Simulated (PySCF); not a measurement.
Cartesian coordinates in Å; atom numbers follow the order of the lines, from 1:
```xyz
7

P    -0.843   -0.591    1.265
S     1.243   -0.220    1.537
P     1.693    0.628   -0.341
P     0.317   -0.459   -1.757
S    -0.743   -1.784   -0.505
P    -0.366    1.477   -0.788
O    -1.209    0.848    0.520
```

- GIAO PBE0/pcSseg-1 shieldings
- geometry from PBE0-D3(BJ)/def2-SVP
- program: PySCF 2.14
- non-relativistic Hamiltonian, averaged over atoms made equivalent by symmetry, fast rotation or ring inversion, in vacuum, a single conformation

Referencing at the same level of theory: 31P (σ = 310.13 ppm) vs H3PO4; 33S (σ = 495.66 ppm) vs CS2; 17O (σ = 334.56 ppm) against H2O.

| atoms | nucleus | count | Hirshfeld charge | δ (ppm) |
| --- | --- | --- | --- | --- |
| P3/P4 | 31P | 2 | 0.02 | -180.0 |
| P1 | 31P | 1 | 0.21 | ? |
| P6 | 31P | 1 | 0.14 | -35.1 |
| S2/S5 | 33S | 2 | -0.09 | ? |
| O7 | 17O | 1 | -0.22 | 139.0 |

**Question.** Fill in the missing shifts.

**Answer.** 
- P1: 153.9 ppm, phosphorus bonded to O, 2 S
- S2/S5: 74 ppm, sulfur bonded to 2 P

Experimental scales use liquid or dissolved standards, which lie at an offset from isolated H2O (liquid H2O: subtract about 36 ppm) and H3PO4.
